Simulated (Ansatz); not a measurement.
`[InH2][B]1CO1` + HBr → `[Br][InH2]` + `B1CO1` at 500 K and 1 bar (cleavage of the In–B bond).

Computed with Ansatz on PBE0-D4/def2-TZVP structures; ΔE is electronic, products minus reactants. CBS: MP2 limit from def2 TZ/QZ plus the TZ coupled-cluster correction, frozen cores. def2 core potentials past Kr. For Br, In outer-core shells are correlated without core-valence functions, which leaves a few kJ/mol of doubt a bond. Scalar relativity is left out up to krypton.

```csv
species,CCSD(T)/CBS energy (Eh),H − E (kJ/mol),S (J/(mol·K))
`[InH2][B]1CO1`,-330.19118,159.3,384.3
HBr,-2573.91920,30.5,213.7
`[Br][InH2]`,-2764.36342,58.2,318.8
`B1CO1`,-139.80191,134.2,278.3
```

H − E and S are ideal-gas, rigid-rotor, harmonic terms from PBE0-D4/def2-TZVP. 1 Eh = 2625.50 kJ/mol, R = 8.31446 J/(mol·K).

Q: By hand: ΔE, ΔH, ΔS and ΔG.

A: ΔE = (-2764.36342) + (-139.80191) − (-330.19118) − (-2573.91920) = -0.05495 Eh = -144.3 kJ/mol. Δ(H − E) = 58.2 + 134.2 − 159.3 − 30.5 = 2.6, so ΔH = -141.7 kJ/mol. ΔS = 318.8 + 278.3 − 384.3 − 213.7 = -0.9 J/(mol·K). ΔG = -141.7 − 500 × (-0.9)/1000 = -141.2 kJ/mol.

Q: By hand: the equilibrium constant, and the temperature at which ΔG would vanish if ΔH and ΔS stayed fixed.

A: log₁₀ K = −ΔG/(RT ln 10) = 14.8. ΔG = 0 at ΔH/ΔS = 157444 K, far beyond where these terms or the molecules hold.

The number of gas molecules stays the same, so ΔS is small and ΔH decides. A doubt of 5 kJ/mol in ΔE shifts log₁₀ K by 0.5 here. These are equilibria of isolated gas molecules and say nothing of rates. Largest T1 diagnostic: 0.016 (customary marks: 0.02 for closed shells, 0.045 for open ones).
